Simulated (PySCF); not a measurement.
# B⁴⁺ (boron, charge +4): BHandHLYP calculation

Configuration: 1s1, 2S determinant. Calculation: PySCF 2.14, in an even-tempered Gaussian basis (17 s from 0.81 bohr⁻², ratio 2; 8 p from 1.3 bohr⁻², ratio 2.2; 4 d from 4 bohr⁻², ratio 2.2; 4 f from 6 bohr⁻², ratio 2.2; 3 g from 8.9 bohr⁻², ratio 2.2; 2 h from 13 bohr⁻², ratio 2.2); the non-relativistic Hamiltonian (point nucleus).

* Total energy: -12.4933 hartree
* One-electron energy: -12.4998 hartree
* Hartree (Coulomb) energy: 1.5601 hartree
* Exchange-correlation energy: -1.5536 hartree
* Kinetic energy: 12.49327 hartree
* ⟨S²⟩: 0.7500
* ⟨L²⟩: 0.000
* Sum of ⟨r⟩: 0.3007 bohr
* Sum of ⟨r²⟩: 0.1208 bohr²
* Density at the nucleus (Gaussians lack the cusp): 39.5 bohr⁻³
* Spin density at the nucleus: 39.5 bohr⁻³

```csv
shell,electrons,mean orbital energy (hartree),"rms radius, mean of both spins (bohr)"
1s α,1,-11.92010,0.348
```

For one electron the Hartree and exchange-correlation energies should cancel; what remains is the self-interaction error.
